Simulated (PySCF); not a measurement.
From one molecule to another.

First species: C₉H₁₂O.
Z-matrix (Å and degrees, PBE0-D3(BJ)/def2-SVP geometry), rows numbered from 1:
```
C 
C   1  1.5195
C   2  1.5148  1  112.69
O   2  1.4202  1  110.64  3   118.65
C   4  1.3487  2  120.88  1    78.48
C   5  1.4029  4  115.68  2  -177.88
C   6  1.3881  5  120.36  4  -179.17
C   7  1.3971  6  120.60  5    -0.11
C   8  1.3909  7  119.01  6     0.01
C   9  1.3963  8  121.06  7    -0.05
H   1  1.1006  2  109.91  3   -57.26
H   1  1.0994  2  111.59  3  -177.09
H   1  1.1003  2  110.59  3    62.44
H   2  1.1057  1  109.73  3  -121.07
H   3  1.1005  2  110.21  1    59.98
H   3  1.0992  2  110.49  1   179.56
H   3  1.0996  2  110.59  1   -60.03
H   6  1.0917  5  118.01  4     0.59
H   7  1.0929  6  119.32  5   179.88
H   8  1.0918  7  120.52  6  -179.91
H   9  1.0930  8  120.03  7  -179.90
H  10  1.0902  5  121.07  4    -0.97
```

Second species: GeH11N3OSi3.
Atom-mapped SMILES: `[GeH3:1][O:2][SiH:3]1[NH:4][SiH2:5][NH:6][SiH2:7][NH:8]1` (hydrogens: H9, H10, H11 on Ge1; H12 on Si3; H13 on N4; H14, H15 on Si5; H16 on N6; H17, H18 on Si7; H19 on N8)

Levels: wB97X-D/def2-SVPD for HOMO energy, LUMO energy, HOMO–LUMO gap and static isotropic polarisability; TDDFT wB97X-D/def2-SVPD for lowest singlet excitation; TDA wB97X-D/def2-SVPD for lowest triplet excitation (Tamm–Dancoff); ΔSCF wB97X-D/def2-SVPD for vertical ionisation energy. Geometries: PBE0-D3(BJ)/def2-SVP. Each species is one conformer at its optimised geometry, gas phase, non-relativistic unless stated; the electronic structure was computed with PySCF and density fitting.

The conformers computed, where there is a choice (atom-mapped SMILES and torsion angles):
- `[CH3:1][CH:2]([CH3:3])[O:4][c:5]1[cH:6][cH:7][cH:8][cH:9][cH:10]1`: C1–C2–O4–C5 78°, C2–O4–C5–C6 -178°

The conformers of `[GeH3][O][SiH]1N[SiH2]N[SiH2]N1` aren't listed.

| property | column X | column Y |
| --- | --- | --- |
| HOMO energy | -8.08 eV | -9.11 eV |
| LUMO energy | 1.53 eV | 1.60 eV |
| HOMO–LUMO gap | 9.61 eV | 10.71 eV |
| lowest singlet excitation | 5.15 eV | 6.66 eV |
| lowest triplet excitation (Tamm–Dancoff) | 4.10 eV | 6.42 eV |
| static isotropic polarisability | 110.8 au | 126.4 au |
| vertical ionisation energy | 8.13 eV | 9.16 eV |

(1) Which column belongs to which species?

(2) How does each property change from the first species to the second?

## Answers

(1) Column X is the first species and column Y the second. The first has 22 atoms and 74 electrons, the second 19 and 114.

(2) HOMO energy -1.03 eV; LUMO energy +0.07 eV; HOMO–LUMO gap +1.10 eV; lowest singlet excitation +1.51 eV; lowest triplet excitation (Tamm–Dancoff) +2.32 eV; static isotropic polarisability +15.6 au; vertical ionisation energy +1.03 eV.

On the first: The principal polarisabilities are 78.3, 110.1 and 144.0 au; their mean is the isotropic value. The 10 singlets span 5.15 to 7.76 eV, and their oscillator strengths add up to 1.28.

On the second: The vertical singlet–triplet gap S1 − T1 is 0.24 eV (TDDFT singlet less Tamm–Dancoff triplet). In wavenumbers S1 is 53700 cm⁻¹ (1 eV = 8065.54 cm⁻¹). The calculation is non-relativistic and has no spin–orbit coupling, an omission that weighs most on germanium.
